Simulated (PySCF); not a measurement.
H4Ge, triplet, at the geometry of the source list (a higher spin typed on purpose: for a closed-shell molecule this is an excited state); DF-B3LYP/def2-TZVP run with PySCF.

Input for PySCF:
```python
from pyscf import gto, scf, dft

mol = gto.Mole()
mol.atom = '''
    Ge    0.000700   -0.005200    0.000700
    H    -0.602800   -0.848500   -1.057200
    H     0.557800   -0.851900    1.080200
    H    -1.039800    0.887400    0.561000
    H     1.084100    0.818200   -0.584700
'''
mol.basis = 'def2-tzvp'
mol.charge = 0
mol.spin = 2
mol.verbose = 4
mol.build()

mf = dft.UKS(mol)
mf.xc = 'b3lyp'
mf = mf.density_fit(auxbasis='def2-universal-jkfit')
mf.kernel()
```

Predict the main parts of the log of this PySCF run.


```
PySCF version 2.14.0

[INPUT] verbose = 4
[INPUT] num. atoms = 5
[INPUT] num. electrons = 36
[INPUT] charge = 0
[INPUT] spin (= nelec alpha-beta = 2S) = 2
[INPUT] symmetry False subgroup None
[INPUT] Mole.unit = angstrom
[INPUT] Symbol           X                Y                Z      unit          X                Y                Z       unit  Magmom
[INPUT]  1 Ge     0.000700000000  -0.005200000000   0.000700000000 AA    0.001322808287  -0.009826575848   0.001322808287 Bohr   0.0
[INPUT]  2 H     -0.602800000000  -0.848500000000  -1.057200000000 AA   -1.139126907888  -1.603432616693  -1.997818458890 Bohr   0.0
[INPUT]  3 H      0.557800000000  -0.851900000000   1.080200000000 AA    1.054089232282  -1.609857685517   2.041282159755 Bohr   0.0
[INPUT]  4 H     -1.039800000000   0.887400000000   0.561000000000 AA   -1.964937224323   1.676942962939   1.060136355881 Bohr   0.0
[INPUT]  5 H      1.084100000000   0.818200000000  -0.584700000000 AA    2.048652091641   1.546173915119  -1.104922865033 Bohr   0.0

nuclear repulsion = 47.0448821530813
number of shells = 32
number of NR pGTOs = 132
number of NR cGTOs = 72
basis = def2-tzvp
ecp = {}

******** <class 'pyscf.df.df_jk.DFUKS'> ********
method = DFUKS
initial guess = minao
damping factor = 0
level_shift factor = 0
DIIS = <class 'pyscf.scf.diis.CDIIS'>
diis_start_cycle = 1
diis_space = 8
diis_damp = 0
SCF conv_tol = 1e-09
SCF conv_tol_grad = None
SCF max_cycles = 50
direct_scf = False
number electrons alpha = 19  beta = 17
XC library pyscf.dft.libxc version 7.1.2
    S. Lehtola, C. Steigemann, M. J. T. Oliveira, and M. A. L. Marques,  SoftwareX 7, 1–5 (2018)
XC functionals = b3lyp
    P. J. Stephens, F. J. Devlin, C. F. Chabalowski, and M. J. Frisch,  J. Phys. Chem. 98, 11623 (1994)
radial grids:
    Treutler-Ahlrichs [JCP 102, 346 (1995); DOI:10.1063/1.469408] (M4) radial grids

becke partition: Becke, JCP 88, 2547 (1988); DOI:10.1063/1.454033
pruning grids: <function nwchem_prune>
grids dens level: 3
symmetrized grids: False
atomic radii adjust function: <function treutler_atomic_radii_adjust>
small_rho_cutoff = 0
Set gradient conv threshold to 3.16228e-05
tot grids = 59872
******** <class 'pyscf.df.df.DF'> ********
auxbasis = def2-universal-jkfit
init E= -2078.71579228538

cycle= 1 E= -2079.06634623045  delta_E= -0.351  |g|= 0.482  |ddm|= 9.68

cycle= 2 E= -2079.0436940693  delta_E= 0.0227  |g|= 0.592  |ddm|= 3.25

cycle= 3 E= -2079.10288564035  delta_E= -0.0592  |g|= 0.0396  |ddm|= 1.85

cycle= 4 E= -2079.10405479975  delta_E= -0.00117  |g|= 0.0242  |ddm|= 0.828

cycle= 5 E= -2079.1048882312  delta_E= -0.000833  |g|= 0.00532  |ddm|= 0.182

cycle= 6 E= -2079.10522295187  delta_E= -0.000335  |g|= 0.00557  |ddm|= 0.387

cycle= 7 E= -2079.10543134687  delta_E= -0.000208  |g|= 0.00633  |ddm|= 0.205

cycle= 8 E= -2079.10489967701  delta_E= 0.000532  |g|= 0.00546  |ddm|= 0.552

cycle= 9 E= -2079.10419869315  delta_E= 0.000701  |g|= 0.00334  |ddm|= 1.33

cycle= 10 E= -2079.10419420097  delta_E= 4.49e-06  |g|= 0.00248  |ddm|= 0.171

cycle= 11 E= -2079.10423124821  delta_E= -3.7e-05  |g|= 0.00224  |ddm|= 0.138

cycle= 12 E= -2079.10426940571  delta_E= -3.82e-05  |g|= 0.00217  |ddm|= 0.128

cycle= 13 E= -2079.10429899653  delta_E= -2.96e-05  |g|= 0.00246  |ddm|= 0.178

cycle= 14 E= -2079.10421013767  delta_E= 8.89e-05  |g|= 0.00184  |ddm|= 0.373

cycle= 15 E= -2079.10418127011  delta_E= 2.89e-05  |g|= 0.00156  |ddm|= 0.186

cycle= 16 E= -2079.10417333801  delta_E= 7.93e-06  |g|= 0.00132  |ddm|= 0.167

cycle= 17 E= -2079.10418174604  delta_E= -8.41e-06  |g|= 0.00126  |ddm|= 0.104

cycle= 18 E= -2079.10421653694  delta_E= -3.48e-05  |g|= 0.000802  |ddm|= 0.27

cycle= 19 E= -2079.10425092293  delta_E= -3.44e-05  |g|= 0.00106  |ddm|= 0.308

cycle= 20 E= -2079.1042973739  delta_E= -4.65e-05  |g|= 0.000794  |ddm|= 0.478

cycle= 21 E= -2079.10431459586  delta_E= -1.72e-05  |g|= 0.000798  |ddm|= 0.23

cycle= 22 E= -2079.10438653781  delta_E= -7.19e-05  |g|= 0.0025  |ddm|= 1.28

cycle= 23 E= -2079.10437890235  delta_E= 7.64e-06  |g|= 0.00041  |ddm|= 0.277

cycle= 24 E= -2079.10440772042  delta_E= -2.88e-05  |g|= 0.00231  |ddm|= 0.796

cycle= 25 E= -2079.10440803552  delta_E= -3.15e-07  |g|= 0.00132  |ddm|= 0.0994

cycle= 26 E= -2079.10439376758  delta_E= 1.43e-05  |g|= 0.00031  |ddm|= 0.388

cycle= 27 E= -2079.10439698076  delta_E= -3.21e-06  |g|= 0.000312  |ddm|= 0.0657

cycle= 28 E= -2079.10439575857  delta_E= 1.22e-06  |g|= 0.000318  |ddm|= 0.0258

cycle= 29 E= -2079.10440106263  delta_E= -5.3e-06  |g|= 0.000363  |ddm|= 0.15

cycle= 30 E= -2079.10439635329  delta_E= 4.71e-06  |g|= 0.000405  |ddm|= 0.126

cycle= 31 E= -2079.10440371572  delta_E= -7.36e-06  |g|= 0.000329  |ddm|= 0.174

cycle= 32 E= -2079.10440046682  delta_E= 3.25e-06  |g|= 0.000511  |ddm|= 0.0714

cycle= 33 E= -2079.10441294039  delta_E= -1.25e-05  |g|= 0.000249  |ddm|= 0.32

cycle= 34 E= -2079.1044222673  delta_E= -9.33e-06  |g|= 0.000259  |ddm|= 0.276

cycle= 35 E= -2079.10444197561  delta_E= -1.97e-05  |g|= 0.000298  |ddm|= 0.707

cycle= 36 E= -2079.10444204431  delta_E= -6.87e-08  |g|= 0.00381  |ddm|= 1.04

cycle= 37 E= -2079.10444561157  delta_E= -3.57e-06  |g|= 0.00322  |ddm|= 0.106

cycle= 38 E= -2079.10444738026  delta_E= -1.77e-06  |g|= 0.00298  |ddm|= 0.00989

cycle= 39 E= -2079.10443710228  delta_E= 1.03e-05  |g|= 0.000394  |ddm|= 1.13

cycle= 40 E= -2079.10443715672  delta_E= -5.44e-08  |g|= 0.000174  |ddm|= 0.043

cycle= 41 E= -2079.10445099249  delta_E= -1.38e-05  |g|= 0.000805  |ddm|= 0.703

cycle= 42 E= -2079.10444080142  delta_E= 1.02e-05  |g|= 0.000562  |ddm|= 0.535

cycle= 43 E= -2079.10444492543  delta_E= -4.12e-06  |g|= 0.000416  |ddm|= 0.182

cycle= 44 E= -2079.10444422012  delta_E= 7.05e-07  |g|= 0.000416  |ddm|= 0.0328

cycle= 45 E= -2079.10444739508  delta_E= -3.17e-06  |g|= 0.000311  |ddm|= 0.154

cycle= 46 E= -2079.10445191778  delta_E= -4.52e-06  |g|= 0.000162  |ddm|= 0.25

cycle= 47 E= -2079.10445459994  delta_E= -2.68e-06  |g|= 0.000175  |ddm|= 0.181

cycle= 48 E= -2079.10445119144  delta_E= 3.41e-06  |g|= 0.000589  |ddm|= 0.207

cycle= 49 E= -2079.10445509923  delta_E= -3.91e-06  |g|= 0.000594  |ddm|= 0.244

cycle= 50 E= -2079.1044572911  delta_E= -2.19e-06  |g|= 0.000342  |ddm|= 0.191
SCF not converged.
SCF energy = -2079.1044572911 after 50 cycles  <S^2> = 2.0112288  2S+1 = 3.0074765
```

The run did not converge; its last values are not results.
